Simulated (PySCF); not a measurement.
## How good is the calculation?

Cartesian coordinates in Å; atom numbers follow the order of the lines, from 1:
```xyz
11

O     2.3569    0.5112    1.8697
C     1.8929   -0.1188    0.9764
Cl    2.8345   -1.4337    0.2196
C     0.5789    0.0586    0.3906
C    -0.0337   -0.6109   -0.6418
C    -1.3265   -0.1256   -0.9034
C    -1.6716    0.9019   -0.0650
S    -0.4407    1.2837    1.0359
H     0.4446   -1.4177   -1.1785
H    -1.9780   -0.5132   -1.6743
H    -2.6004    1.4529   -0.0472
```

Published estimates (parent shift plus substituent increments) and measurements: δ 1H H9 7.84; H11 7.64; H10 7.02 ppm (estimated from measurements, as parent shift plus tabulated substituent increment; solution, not stated per compound (mostly CDCl3 or CCl4); Pretsch, Buehlmann, Badertscher, Structure Determination of Organic Compounds, 4th ed. (2009)).

PySCF calculation with coordinates at the PBE0-D3(BJ)/def2-TZVP level and shielding tensors at B97-2/pcSseg-2 (GIAO); non-relativistic Hamiltonian, gas phase, a single conformation.

(1) Set the calculated values beside the experiment.

(2) How far are the unscaled 1H shifts from the references?

## Answers

(1) 
Reference values: estimated from measurements, as parent shift plus tabulated substituent increment (solution, not stated per compound (mostly CDCl3 or CCl4); Pretsch, Buehlmann, Badertscher, Structure Determination of Organic Compounds, 4th ed. (2009)).
```csv
atoms,quantity,reference,computed,"computed, scaled"
H9,δ 1H,7.84,8.24,7.87
H11,δ 1H,7.64,7.90,7.55
H10,δ 1H,7.02,7.33,7.02
```

Computed shifts are σ(ref) − σ with the named reference compound (TMS for H and C) calculated as an isolated molecule at the same level. The measured values may be among those fitted. Shieldings were converted by linear fits to measured shifts (mostly CDCl3, TMS scale, for H and C): 1H (scatter 0.14 ppm rms, 0.16 ppm with the 4 outliers that the fit left out). Occasional misses reach two or three times the rms, and more in compound classes unlike the fitted ones.

(2) Mean signed difference +0.32 ppm, mean absolute 0.32 ppm over 3 comparisons; the largest is +0.40 ppm at H9 (hydrogen on an aromatic CH).
